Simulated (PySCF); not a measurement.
Species: Mo(CCH)4, C8H4Mo (triplet state).
Cartesian coordinates in Å at the PBE0-D3(BJ)/def2-SVP level; atoms count from 1:
```xyz
13
C8H4Mo angstrom
Mo    -0.0049   -0.0009   -0.0018
C     -0.0008   -0.0016    1.9951
C      0.0026   -0.0018    3.2245
H      0.0069   -0.0022    4.3010
C      1.8775    0.0010   -0.6635
C      3.0399    0.0034   -1.0640
H      4.0574    0.0057   -1.4155
C     -0.9420    1.6308   -0.6697
C     -1.5184    2.6355   -1.0821
H     -2.0223    3.5158   -1.4425
C     -0.9437   -1.6313   -0.6711
C     -1.5230   -2.6369   -1.0769
H     -2.0293   -3.5174   -1.4335
```

Computed, not measured: PBE0-D3(BJ)/def2-SVP geometry optimisation, gas phase, def2 core potentials past Kr in PySCF 2.14.0.

Task: Which atoms are bound to Mo1, and at what distances?

Result: 4 atoms: C5 1.995 Å, C8 1.997 Å, C2 1.997 Å, C11 1.997 Å. The nearest atom not counted as bound is C6, at 3.22 Å (others tie with it).

Task: List the angles at Mo1.

Result: 
```
     angle  degrees  distance of the outer atoms (Å)
C2–Mo1–C11    109.6                             3.26
 C2–Mo1–C8    109.6                             3.26
C8–Mo1–C11    109.5                             3.26
C5–Mo1–C11    109.5                             3.26
 C5–Mo1–C8    109.3                             3.26
 C2–Mo1–C5    109.3                             3.26
```

Task: What is the shape at Mo1?

Result: Tetrahedral: angles from 109.3° to 109.6°; τ4 = (360° − α − β)/141° = 1.00 with α and β the two widest (0 for a square, 1 for a tetrahedron).

Task: What are the other bond lengths?

Result: C2–C3 and 3 like bonds 1.229 Å. (A selection.)

Task: Give some angles away from the centre.

Result: Mo1–C2–C3 180.0°.

Charge 0, triplet. ⟨S²⟩ = 2.054 (exact for a triplet: 2.00). PBE0-D3(BJ)/def2-SVP frequencies: not computed here.

Neither the SCF state along the optimisation nor the shape of the open-shell metal species was proved the lowest: other solutions of the same spin, or a structure of lower symmetry, can lie below.
